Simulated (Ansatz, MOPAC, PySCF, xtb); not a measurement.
Noncovalent pair: SiH4 (SMILES [SiH4]) (first 5 atoms) with CH3Br (SMILES CBr); geometry from B3LYP-D3(BJ)/def2-TZVP.
(charge 0, multiplicity 1):
```json
[
 {"atom": "Si", "x (Å)": "-0.0443", "y (Å)": "-0.3024", "z (Å)": "0.0989"},
 {"atom": "H", "x (Å)": "0.6309", "y (Å)": "-1.5814", "z (Å)": "0.4011"},
 {"atom": "H", "x (Å)": "-1.4102", "y (Å)": "-0.3016", "z (Å)": "0.6688"},
 {"atom": "H", "x (Å)": "-0.1368", "y (Å)": "-0.1274", "z (Å)": "-1.3701"},
 {"atom": "H", "x (Å)": "0.7252", "y (Å)": "0.8259", "z (Å)": "0.6690"},
 {"atom": "C", "x (Å)": "-0.8732", "y (Å)": "1.2600", "z (Å)": "3.6194"},
 {"atom": "Br", "x (Å)": "0.0357", "y (Å)": "-0.4520", "z (Å)": "3.8908"},
 {"atom": "H", "x (Å)": "-0.1972", "y (Å)": "1.9046", "z (Å)": "3.0691"},
 {"atom": "H", "x (Å)": "-1.1017", "y (Å)": "1.6687", "z (Å)": "4.5973"},
 {"atom": "H", "x (Å)": "-1.7757", "y (Å)": "1.0637", "z (Å)": "3.0517"}
]
```

Counterpoise-corrected where a basis set is named; no monomer relaxation.

The state reached by AM1, PM7 isn't checked; PM7 holds dispersion and hydrogen-bond terms.

Run with Ansatz (an electronic-structure program); MOPAC for AM1, PM7 (differences of heats of formation); PySCF for the dispersion terms; xtb for the GFN methods. Each number belongs to the level named beside it.

Task: One of these levels gives -8.4 kJ/mol for the interaction energy. Which one is it?
(A) BHLYP-D3(BJ)/def2-TZVPPD
(B) PM7
(C) GFN1-xTB
(D) AM1

Result: A, BHLYP-D3(BJ)/def2-TZVPPD. The others give -1.4 (AM1), -5.7 (PM7), -14.9 (GFN1-xTB)
